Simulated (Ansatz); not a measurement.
Geometry optimisation, Ansatz, RKS PBE0/def2-SVP.

The input (input.yaml):

```yaml
crystal:
  periodic: [false, false, false]
  atoms:
    - { symbol: C, position_ang: [-1.2474, -1.6644, 0.5882] }
    - { symbol: S, position_ang: [0.4344, -1.6013, 1.1269] }
    - { symbol: B, position_ang: [0.41279, -3.34649, 1.84959] }
    - { symbol: "N", position_ang: [0.71395, -4.84194, 1.7571] }
    - { symbol: Sn, position_ang: [0.04919, -4.80343, 3.63086] }
    - { symbol: H, position_ang: [-1.7449, -2.584, 0.8355] }
    - { symbol: H, position_ang: [-1.8445, -0.8153, 1.0891] }
    - { symbol: H, position_ang: [-1.3128, -1.4661, -0.5311] }
    - { symbol: H, position_ang: [-0.10897, -5.20731, 1.09999] }
    - { symbol: H, position_ang: [1.26353, -4.35334, 4.79768] }
    - { symbol: H, position_ang: [-1.66163, -4.69069, 3.87163] }
basis:
  gaussian: { orbitals: def2-SVP }
hamiltonian:
  xc: pbe0
relax:
  f_tol: 0.015
  max_steps: 40
```

Command:

```bash
$ ansatz run input.yaml --threads 2 --pin off --max-ram 3072MiB --backend cpu --events-out ev --progress --plain --runs-dir out
```

Where does it end, and by what steps?

The run converged. After 19 steps the energy has fallen by 3.213 eV; S2 moved furthest, 1.62 Å.

```json
{"step": "0", "energy less start (eV)": "0.0000", "largest force component (eV/Å)": "4.941", "accepted": "yes"}
{"step": "1", "energy less start (eV)": "-1.1740", "largest force component (eV/Å)": "2.128", "accepted": "yes"}
{"step": "2", "energy less start (eV)": "-1.8697", "largest force component (eV/Å)": "1.562", "accepted": "yes"}
{"step": "3", "energy less start (eV)": "-2.3649", "largest force component (eV/Å)": "1.298", "accepted": "yes"}
{"step": "4", "energy less start (eV)": "-2.6877", "largest force component (eV/Å)": "1.154", "accepted": "yes"}
{"step": "5", "energy less start (eV)": "-2.8561", "largest force component (eV/Å)": "0.782", "accepted": "yes"}
{"step": "6", "energy less start (eV)": "-2.9119", "largest force component (eV/Å)": "0.510", "accepted": "yes"}
{"step": "7", "energy less start (eV)": "-2.9553", "largest force component (eV/Å)": "0.743", "accepted": "yes"}
{"step": "8", "energy less start (eV)": "-2.9796", "largest force component (eV/Å)": "0.833", "accepted": "yes"}
{"step": "9", "energy less start (eV)": "-3.0571", "largest force component (eV/Å)": "0.331", "accepted": "yes"}
{"step": "10", "energy less start (eV)": "-3.1200", "largest force component (eV/Å)": "0.205", "accepted": "yes"}
{"step": "11", "energy less start (eV)": "-3.1511", "largest force component (eV/Å)": "0.352", "accepted": "yes"}
{"step": "12", "energy less start (eV)": "-3.1688", "largest force component (eV/Å)": "0.357", "accepted": "yes"}
{"step": "13", "energy less start (eV)": "-3.2027", "largest force component (eV/Å)": "0.200", "accepted": "yes"}
{"step": "14", "energy less start (eV)": "-3.2114", "largest force component (eV/Å)": "0.060", "accepted": "yes"}
{"step": "15", "energy less start (eV)": "-3.2125", "largest force component (eV/Å)": "0.070", "accepted": "yes"}
{"step": "16", "energy less start (eV)": "-3.2128", "largest force component (eV/Å)": "0.060", "accepted": "yes"}
{"step": "17", "energy less start (eV)": "-3.2129", "largest force component (eV/Å)": "0.027", "accepted": "yes"}
{"step": "18", "energy less start (eV)": "-3.2129", "largest force component (eV/Å)": "0.031", "accepted": "yes"}
{"step": "19", "energy less start (eV)": "-3.2130", "largest force component (eV/Å)": "0.008", "accepted": "yes"}
```

```xyz
11
Properties=species:S:1:pos:R:3
C -1.336 -1.446 0.649
S -0.122 -2.646 0.024
B 0.113 -3.732 1.429
N 0.766 -4.827 1.865
Sn -0.437 -4.173 3.562
H -2.288 -1.938 0.887
H -0.952 -0.927 1.537
H -1.496 -0.716 -0.156
H 1.429 -5.492 1.484
H 0.683 -3.944 4.852
H -1.407 -5.534 3.984
```

Whether the end is a true minimum wasn't checked by a vibrational analysis.

The run took 68 s on 2 threads of Intel(R) Xeon(R) Platinum 8488C (Sapphire Rapids), on a shared host, peak memory 0.32 GiB.
